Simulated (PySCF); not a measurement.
## The second ionisation energy along group 13

Calculated with PySCF 2.14 from differences of total energies of unrestricted determinants, without spin-orbit coupling. Values in eV. The last column holds reference values (NIST; (s) semi-empirical, (t) theoretical, else measured). Unmarked ones compare directly (S terms, centres of terms, or small fine structure); those marked * lie between the lowest fine-structure levels and include a spin-orbit shift.

```csv
element,configurations,UHF,LDA,MP2 (valence),SCS-MP2 (valence),r2SCAN,reference
"B (x2c-TZVPall, spin-free X2C)",[He] 2s2 → [He] 2s1,23.447,24.550,24.412,24.604,24.260,25.155
"Al (x2c-TZVPall, spin-free X2C)",[Ne] 3s2 → [Ne] 3s1,17.559,18.950,18.297,18.445,18.413,18.829
"In (x2c-TZVPall, spin-free X2C)",[Kr] 4d10 5s2 → [Kr] 4d10 5s1,17.035,19.414,17.656,17.781,18.704,18.870
```

```tsv
method	elements	mean error (eV)	mean absolute error (eV)	largest error (eV)
UHF	3	-1.604	1.604	-1.835
LDA	3	0.020	0.423	-0.605
MP2 (valence)	3	-0.830	0.830	-1.214
SCS-MP2 (valence)	3	-0.675	0.675	-1.090
r2SCAN	3	-0.492	0.492	-0.895
```

Errors include the incompleteness of the basis and the frozen core.

"Valence" correlates the outer s and p shells and, in groups 3 to 12 and the f block, the outer d or f shell, open or full, or the next shell where the ion has no valence electron left; the wider scheme adds the next inner shell.
